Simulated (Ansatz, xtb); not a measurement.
ClH2O2Si2: which of two structures lies lower

Structure a is a doublet given by its coordinates and structure b is a doublet given by its coordinates. Both are isolated molecules in the gas phase, relaxed with r2SCAN-D4/def2-SVP.

a (Å):

```csv
atom,x (Å),y (Å),z (Å)
Cl,-3.5500,2.1570,1.2516
O,-1.5002,2.4550,-1.0803
O,-1.9872,0.1606,-0.5650
Si,-2.8734,1.5981,-0.5977
Si,-0.5817,1.0073,-1.0628
H,-4.0037,1.6257,-1.5428
H,0.4957,1.0147,-0.0110
```

Close contacts (Å): Cl1–Si4 2.05, O2–Si4 1.69, O2–Si5 1.71, O3–Si4 1.69, O3–Si5 1.71, Si4–Si5 2.41, Si4–H6 1.47, Si5–H7 1.51.

b (Å):

```xyz
7

Cl    1.3190   -0.3706   -2.2500
O    -1.4732    0.5233   -1.1638
O    -0.0209   -0.2787    0.5733
Si    0.1846    0.6013   -0.8530
Si   -1.7057   -0.3899    0.2697
H     0.7199    1.9635   -0.6716
H    -2.5153    0.3617    1.2936
```

Close contacts (Å): Cl1–Si4 2.05, O2–Si4 1.69, O2–Si5 1.72, O3–Si4 1.69, O3–Si5 1.72, Si4–Si5 2.41, Si4–H6 1.47, Si5–H7 1.51.

Energies in hartree; the thermal terms are from r2SCAN-D4/def2-SVP harmonic frequencies (ideal gas, rigid rotor, one conformer each, 1000 K, 1 atm) and include the zero-point energy:

```
                               a            b
E, CCSD(T)/def2-SVP  −1188.667629  −1188.667731
    E, MP2/def2-SVP  −1188.618101  −1188.618142
  E, MP2/def2-TZVPP  −1189.397619  −1189.397717
  zero-point energy      0.028204      0.028156
      H(1000 K) − E      0.067840      0.067811
      G(1000 K) − E     −0.112209     −0.112225
```

**Question.** Correct the CCSD(T) difference for the basis set by the MP2 change, then work out ΔE, ΔE₀, ΔH and ΔG for a → b in kJ/mol (1 Eh = 2625.50 kJ/mol) and the equilibrium ratio [b]/[a].

**Answer.** 1. Differences b − a: CCSD(T) −0.000102, MP2 in the small set −0.000041, MP2 in the large set −0.000098 Eh.
2. ΔE = −0.000102 + (−0.000098 − (−0.000041)) = −0.000159 Eh = −0.42 kJ/mol.
3. ΔE₀ = ΔE + ΔZPE = −0.000159 + (−0.000048) Eh = −0.54 kJ/mol.
4. ΔH = ΔE + (−0.000029) Eh = −0.49 kJ/mol.
5. ΔG = ΔE + (−0.000016) Eh = −0.46 kJ/mol, so ΔS = (ΔH − ΔG)/T = 0.0 J/(mol K).
6. kT = 3.1668 mEh, so K = [b]/[a] = exp(−ΔG/kT) = exp(+0.06) ≈ 1.1.

The two are too close for this level to say which is favoured. An error of 4 kJ/mol in ΔG would change K by a factor of 1.6. Mirror images and further conformers aren't counted.

Other levels gave ΔE = −0.4 (r2SCAN-D4/def2-SVP); 0.0 (HF/def2-SVP); −0.1 (MP2/def2-SVP); −0.3 (CCSD(T)/def2-SVP) kJ/mol. Open shells are spin-unrestricted. The correlated steps freeze 17 core orbitals. Programs: Ansatz 0.2.0.
